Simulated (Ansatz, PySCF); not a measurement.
Process, species as SMILES: C=CCB(O)CC=C + 9 [H][H] (H2) -> B (BH3) + 6 C (CH4) + O (H2O)
Structures are relaxed separately at B3LYP-D3(BJ)/def2-TZVP in Ansatz (an electronic-structure program), one conformer each, not searched for the lowest. Frequencies are from Ansatz or PySCF.

Wanted: energy of full hydrogenation (enthalpy at 298 K, with B3LYP-D3(BJ) rigid-rotor harmonic-oscillator terms), in eV. Cores are frozen in the correlated levels unless marked. Spin-orbit coupling is left out. No relativistic terms. Basis-set limits of correlation are two-point, X^-3; Hartree-Fock from the larger set. The bracket is a focal-point correction in the basis named.

| level | program | energy of full hydrogenation (eV) |
|---|---|---|
| r2SCANh/def2-TZVPD | Ansatz | -3.78 |
| HSE06-D4/def2-TZVPD | Ansatz + dftd4 | -3.89 |
| LC-wPBE/def2-TZVPD | Ansatz | -4.33 |
| B2PLYP/def2-TZVPD | Ansatz | -3.76 |

Question: What does RI-MP2/CBS(aug-cc-pVTZ,aug-cc-pVQZ)+[CCSD(T)-MP2]/aug-cc-pVTZ (Ansatz) give?

Answer: -3.61 eV, so B2PLYP/def2-TZVPD differs from it by -0.15 eV.
